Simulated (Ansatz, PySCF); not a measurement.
CH4 (SMILES C) and C3H4 (SMILES C=C=C) are pulled apart as rigid monomers along the line of their centres of mass, from the B3LYP-D3(BJ)/def2-TZVP minimum. Starting geometry (charge 0, multiplicity 1):
```xyz
12

C     -0.20441    -0.04430    -0.29072
H      0.37230    -0.09913    -1.21308
H     -0.75804     0.89371    -0.26659
H     -0.90208    -0.88017    -0.25156
H      0.46781    -0.09128     0.56444
C      1.43536    -0.04551     3.65490
C      0.14532     0.03172     3.51161
C     -1.14358     0.10888     3.36229
H      1.93384    -1.00219     3.76114
H      2.05390     0.84446     3.67356
H     -1.59496     0.09191     2.37717
H     -1.80556     0.19265     4.21640
```

Interaction energies with rigid monomers; basis-set methods are counterpoise corrected unless marked otherwise.

Rows in 3-21G, 6-31G* carry no dispersion term and start afresh at each structure (6-31G* with six Cartesian d functions). MP2/6-31G* freezes PySCF's default core.

Programs: Ansatz (an electronic-structure program) with Gaussian orbitals; PySCF for 3-21G rows, 6-31G* rows, the dispersion terms. Values without a source in brackets are computed.

| H5···C7 (Å) | HF/3-21G (no counterpoise) (kcal/mol) | PBE-D4/def2-TZVPPD (kcal/mol) | BP86/6-31G* (no counterpoise) (kcal/mol) | r2SCAN-D3(BJ)/def2-TZVPPD (kcal/mol) | MP2/6-31G* (kcal/mol) |
|---|---|---|---|---|---|
| 2.68 | 0.82 | -0.81 | 0.83 | -0.66 | 0.63 |
| 2.97 | -0.14 | -1.17 | 0.20 | -0.97 | -0.15 |
| 3.40 | -0.37 | -0.96 | 0.04 | (withheld) | -0.32 |
| 4.14 | -0.12 | -0.44 | 0.03 | -0.33 | (withheld) |
| 5.31 | -0.02 | -0.11 | -0.01 | -0.09 | -0.05 |

Problem. Fill in the missing entries.

Solution. 
- 3.40, r2SCAN-D3(BJ)/def2-TZVPPD (kcal/mol): -0.75
- 4.14, MP2/6-31G* (kcal/mol): -0.17
